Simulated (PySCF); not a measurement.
PySCF job for C3H7S, SMILES [CH2]SCC, multiplicity 2, C-PCM-B3LYP/def2-SVP. Geometry: PBE0-D3(BJ)/def2-SVP. The isomer is the one that the SMILES or the coordinates give; other isomers of the formula were not compared. One conformer was computed; it need not be the lowest.

```python
import numpy as np
from pyscf import gto, scf, dft
from pyscf.solvent import pcm

mol = gto.M(
    atom='''
    C     1.62053499   -0.39524190    0.44532245
    S     0.55952848    0.05708155   -0.81898582
    C    -0.87190855    0.68145532    0.10781472
    C    -1.65554418   -0.39752270    0.82998745
    H     2.53616885   -0.91414868    0.15892659
    H     1.52803500    0.04808562    1.43984829
    H    -0.51184892    1.45777370    0.80256882
    H    -1.49025997    1.18923665   -0.64838067
    H    -1.02432485   -0.91719722    1.56606106
    H    -2.51408751    0.04048559    1.36354658
    H    -2.03463164   -1.14968495    0.12245475
    ''',
    basis='def2-SVP',
    charge=0,
    spin=1,
    max_memory=1600,
    verbose=3,
)
mf = dft.UKS(mol, xc='b3lyp').density_fit(auxbasis='def2-universal-jkfit')
mf.grids.level = 3
mf.conv_tol = 1e-9
mf.max_cycle = 100
mf.kernel()
fine, coarse = mf.grids, dft.Grids(mol).set(level=1).build(with_non0tab=True)
for _ in range(3):  # follow internal instabilities
    mf.grids = coarse
    mo, _, stable, _ = mf.stability(return_status=True, nroots=4)
    mf.grids = fine
    if stable:
        break
    mf.kernel(mf.make_rdm1(mo, mf.mo_occ))
res = {}
for name, eps in {'water': 78.355, 'ethanol': 24.852, '2-propanol': 19.264}.items():
    s = mf.PCM()
    s.with_solvent.method, s.with_solvent.eps, s.with_solvent.lebedev_order = 'C-PCM', eps, 29
    s.kernel(mf.make_rdm1())
    res[name] = (s.e_tot, eps, s.dip_moment(), s.mo_energy, s.converged)
    print(f'{name}: electrostatic solvation free energy {(s.e_tot - mf.e_tot) * 627.509474:.3f} kcal/mol')
```

Log of the run:

```

WARN: HOMO -0.165538623368273 >= LUMO -0.165538623368272

converged SCF energy = -516.47278464184  <S^2> = 0.75427863  2S+1 = 2.0042741
<class 'pyscf.df.df_jk.DFUKS'> wavefunction is stable in the internal stability analysis

WARN: PCM is an experimental feature. It is still in testing.
Features and APIs may be changed in the future.

converged SCF energy = -516.476556345676  <S^2> = 0.75419786  2S+1 = 2.0041935
Dipole moment(X, Y, Z, Debye): -1.24065,  0.83408,  1.08313
water: electrostatic solvation free energy -2.367 kcal/mol

WARN: PCM is an experimental feature. It is still in testing.
Features and APIs may be changed in the future.

converged SCF energy = -516.476437093521  <S^2> = 0.75420029  2S+1 = 2.0041959
Dipole moment(X, Y, Z, Debye): -1.23060,  0.82473,  1.07307
ethanol: electrostatic solvation free energy -2.292 kcal/mol

WARN: PCM is an experimental feature. It is still in testing.
Features and APIs may be changed in the future.

converged SCF energy = -516.476386739381  <S^2> = 0.75420131  2S+1 = 2.0041969
Dipole moment(X, Y, Z, Debye): -1.22638,  0.82081,  1.06885
2-propanol: electrostatic solvation free energy -2.260 kcal/mol
```

The calculation finished and met its thresholds.

Cost: roughly 2.6 core-minutes.
